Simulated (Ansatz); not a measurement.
Basis-set extrapolation for CH₅BSSi (`BC1[SiH2]S1`) (PBE0-D4/def2-TZVP geometry, frozen core, Ansatz). Multiplicity 1, RHF reference.

```tsv
	def2-TZVPP	def2-QZVPP
HF	-751.952510	-751.975604
MP2 correlation	-0.564733	-0.606388
CCSD(T) correlation	-0.640205	not run
```

Energies in hartree. Use E(X) = E(∞) + A·exp(−7.88·√X) for Hartree–Fock and E(X) = E(∞) + B·X^(−2.97) for correlation, with X = 3 and 4, and add CCSD(T) minus MP2 of the smaller set to the MP2 limit.

**Question.** What is the CCSD(T) energy at the basis-set limit?

**Answer.** HF limit: -751.975604 + (-0.023094) × 0.13774 = -751.97878. MP2 limit: -0.606388 + (-0.041655) × 0.74074 = -0.63724. Higher-order term: -0.640205 − (-0.564733) = -0.07547. Total: -752.69149 hartree, 2.69 eV below CCSD(T)/def2-TZVPP.
